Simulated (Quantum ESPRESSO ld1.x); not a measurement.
Results of a calculation; reference values are marked as such.
Problem. The gallium ion Ga5+, 26 electrons, occupied as [Ar] 3d8. Level of theory: Dirac Kohn-Sham, PW91, spin-unpolarised, spherical densities, point nucleus; open shells fill j = l - 1/2 first (ld1.x of Quantum ESPRESSO 7.5). Some entries of the table are withheld. Estimate them.

| orbital | occ. | eigenvalue (eV) | <r> (bohr) |
|---|---|---|---|
| 1s1/2 | 2 | -10317.3 | 0.04860 |
| 2s1/2 | 2 | -1351.12 | 0.2176 |
| 2p1/2 | 2 | -1206.43 | (1) |
| 2p3/2 | 4 | -1178.76 | (2) |
| 3s1/2 | 2 | -232.657 | (3) |
| 3p1/2 | 2 | (4) | (5) |
| 3p3/2 | 4 | (6) | (7) |
| 3d3/2 | 4 | (8) | 0.7061 |
| 3d5/2 | 4 | (9) | 0.7097 |

Solution. 
(1) 2p1/2 <r> (bohr): 0.1883
(2) 2p3/2 <r> (bohr): 0.1918
(3) 3s1/2 <r> (bohr): 0.6410
(4) 3p1/2 eigenvalue (eV): -185.497
(5) 3p1/2 <r> (bohr): 0.6542
(6) 3p3/2 eigenvalue (eV): -181.681
(7) 3p3/2 <r> (bohr): 0.6638
(8) 3d3/2 eigenvalue (eV): -101.822
(9) 3d5/2 eigenvalue (eV): -101.273
